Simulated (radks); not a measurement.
Fractional charge and spin in the 5p shell of lutetium: the spin-up occupation runs from 2 to 3 and the spin-down occupation from 2 to 3; the fullest corner is Lu+, [Kr] 4d10 4f14 5s2 6s2 5p(up 3, down 3). Calculated with a radial shooting solver on a logarithmic mesh with Libxc functionals: scalar-relativistic Kohn-Sham, PBE, spin-polarised, spherical densities, finite nucleus; Fermi nuclear charge, rms radius of each element as measured or else 0.836 A^(1/3) + 0.57 fm. Energy (eV) above the fullest corner. The planes named below are the two flat planes that join the four corners, with an edge along up + down = one added electron.

down \ up        2    2.25     2.5    2.75       3
2          107.898  91.301  75.586  60.741  46.754
2.25        91.301  75.648  60.862  46.932  33.846
2.5         75.586  60.862  46.992  33.963  21.761
2.75        60.741  46.932  33.963  21.818  10.484
3           46.754  33.846  21.761  10.484   0.000

Corners above the fullest one (they belong to Lu2+ and the next ion): (up 3, down 2) 46.754 eV, (up 2, down 3) 46.754 eV, (up 2, down 2) 107.90 eV. With half an added electron in each spin the energy lies 0.238 eV from the planes, and with half an added electron in spin up alone -1.740 eV. The planes are only a guide here: the flat-plane condition holds for ground states with one frontier orbital, while this shell lies below other occupied shells, so the corners above the fullest one are inner-hole states and not the ground states of those ions.
